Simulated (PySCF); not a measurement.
# Fine-structure interval of Pr⁴⁶⁺ by level of theory

Pr⁴⁶⁺ [Ne] 3s2 3p1 [3p1/2^1, M_J = 1/2] → Pr⁴⁶⁺ [Ne] 3s2 3p1 [3p3/2^1, M_J = 3/2], as a difference of total energies. Computed with PySCF 2.14 in an even-tempered Gaussian basis (18 s from 11 bohr⁻², ratio 2.4; 14 p from 15 bohr⁻², ratio 2.4; 4 d from 49 bohr⁻², ratio 2.6; 4 f from 74 bohr⁻², ratio 2.6), with the two-component X2C-1e Hamiltonian. Correlated levels: 1s2 frozen; the 54 highest virtual spinors dropped. "Screened" scales the spin-orbit matrix elements by Boettger's factors to mimic the two-electron term; Breit and QED terms are absent.

```
                    method  fine-structure interval (cm⁻¹)
 GHF (screened spin-orbit)                         1031200
GMP2 (screened spin-orbit)                         1027300
     GHF (bare spin-orbit)                         1069700
```
